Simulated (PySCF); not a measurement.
**[Pb(SH)3(NH3)]+: one run**

[Pb(SH)3(NH3)]+ (singlet). PySCF 2.14.0, RKS PBE0, Pb def2-SVP with ECP60, S def2-SVP, H def2-SVP, N def2-SVP; non-relativistic Hamiltonian with scalar-relativistic core potentials where named; density fitting; no spin-orbit coupling. Purpose: finer grid at the relaxed geometry.

```python
mol = gto.M(atom='''
Pb    -0.06331    -0.16766     0.20346
S      1.06160     1.65869     1.42698
H      2.28653     1.10103     1.27030
S     -2.05032    -1.24247     1.19966
H     -1.86071    -0.64083     2.39812
S      1.27082    -1.47855    -1.40739
H      0.50365    -2.58349    -1.24390
N     -1.20267     1.32088    -1.31772
H     -2.22061     1.26501    -1.22029
H     -0.92628     2.29132    -1.13947
H     -0.97279     1.11244    -2.29369''',
    basis={'Pb': 'def2-SVP', 'S': 'def2-SVP', 'H': 'def2-SVP', 'N': 'def2-SVP'},
    ecp={'Pb': 'def2-SVP'},
    charge=1, spin=0)
mf = dft.RKS(mol, xc='PBE0')
mf.grids.atom_grid = (75, 302)
mf = mf.density_fit()  # fitting sets: Pb def2-universal-JKFIT, S def2-universal-JKFIT, H def2-universal-JKFIT, N def2-universal-JKFIT
mf.conv_tol = 1e-09; mf.max_cycle = 55
mf.kernel(dm0)  # dm0: converged density of the relaxed state
mf.nuc_grad_method().kernel()
```

Run from Python with OMP_NUM_THREADS=2; the lines above give its settings. Where DIIS fails, smearing, a level shift and second-order steps follow.
It took 34 s on 2 threads of Arm Neoverse V1, on a shared host, with gradient, populations and further properties, from an already converged density.

(1) Where do the frontier levels lie, over both spins?

(2) What are the Mulliken charges and spins?

(3) What forces act on the atoms (eV/Å)?

## Answers

(1) HOMO -11.89 eV, LUMO -7.74 eV. 

(2) 
```csv
atom,charge (e),spin (e)
Pb1,0.663,0.000
S2,-0.156,0.000
H3,0.155,0.000
S4,-0.149,0.000
H5,0.154,0.000
S6,-0.143,0.000
H7,0.152,0.000
N8,-0.265,0.000
H9,0.197,0.000
H10,0.197,0.000
H11,0.197,0.000
```

(3) 
```
Pb   0.01  0.01  0.00
S    0.03  0.00  0.04
H    0.01  0.01 -0.01
S   -0.06 -0.02 -0.01
H    0.02  0.02  0.02
S    0.00  0.02 -0.03
H    0.00 -0.01  0.01
N    0.01 -0.01 -0.01
H    0.00  0.00  0.00
H    0.00 -0.01 -0.01
H   -0.01 -0.01  0.00
```
Forces carry noise of the integration grid, about 0.01 to 0.03 eV/Å.
